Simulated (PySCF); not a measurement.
Field gradients at the hydrogen positions

Species: C₅H₁₁FSi.
Structure used (GFN2-xTB), in Å, numbered top down from 1:
```xyz
18
C5H11FSi angstrom
F      1.9504   -1.2723    1.3703
C      2.0289   -0.8119    0.0764
C      0.7341   -0.1203   -0.3370
C     -0.4686   -1.0649   -0.2689
C     -1.7306   -0.2541   -0.5671
Si    -1.4356    1.4223    0.2932
C      0.4237    1.0925    0.5478
H      2.2351   -1.6863   -0.5505
H      2.8785   -0.1213    0.0435
H      0.8659    0.2102   -1.3735
H     -0.3504   -1.8977   -0.9661
H     -0.5260   -1.4768    0.7404
H     -2.6187   -0.7843   -0.2299
H     -1.8340   -0.1211   -1.6449
H     -1.7006    2.5617   -0.5902
H     -2.1600    1.5716    1.5569
H      0.6247    0.8292    1.5870
H      1.0744    1.9298    0.3008
```

Level: PBE0/pcSseg-1 (PySCF, non-relativistic); Q(2H) = 0.00286 b; rigid geometry, the same for H and D, with no vibrational averaging.

Question: Rank these positions by the coupling χzz of a deuteron there, largest first.
A. H10 (methine hydrogen)
B. H11 (methylene hydrogen)
C. H18 (methylene hydrogen)
D. H8 (methylene hydrogen)
E. H16 (Si–H hydrogen)

Answer: C (215 kHz), B (205 kHz), A (198 kHz), D (194 kHz), E (109 kHz).

What are Vzz, η and χzz (234.96 MHz × Q × Vzz) at all hydrogens?

```tsv
atom	bonded to	bond length (Å)	Vzz (au)	η	χzz (kHz)
H8	C2	1.095	0.2889	0.07	194
H9	C2	1.095	0.2890	0.08	194
H10	C3	1.096	0.2950	0.03	198
H11	C4	1.093	0.3058	0.02	205
H12	C4	1.092	0.3013	0.00	202
H13	C5	1.088	0.3206	0.03	215
H14	C5	1.091	0.3141	0.03	211
H15	Si6	1.466	0.1619	0.00	109
H16	Si6	1.464	0.1629	0.00	109
H17	C7	1.091	0.3102	0.03	208
H18	C7	1.089	0.3195	0.04	215
```

Average by the element that carries the hydrogen.

on C: 205 kHz over 9 positions, mean bond length 1.092 Å; on Si: 109 kHz over 2 positions, mean bond length 1.465 Å.

A static deuteron (I = 1) shows a doublet split by (3/2)χ, (3/4)χ(1 + η) and (3/4)χ(1 − η) with the field along z, y and x of the gradient. What are these for H9?

With |χ| = 194.2 kHz and η = 0.075: 291, 157 and 135 kHz, to first order and without motion.

The structure is a single GFN2-xTB conformer in the gas phase; no vibrational or solvent corrections. GFN2-xTB bond lengths can be off by several hundredths of an ångström, more for odd bonds, and the gradients follow them. The basis is small and wasn't made for field gradients, so the couplings can be 20 % off.
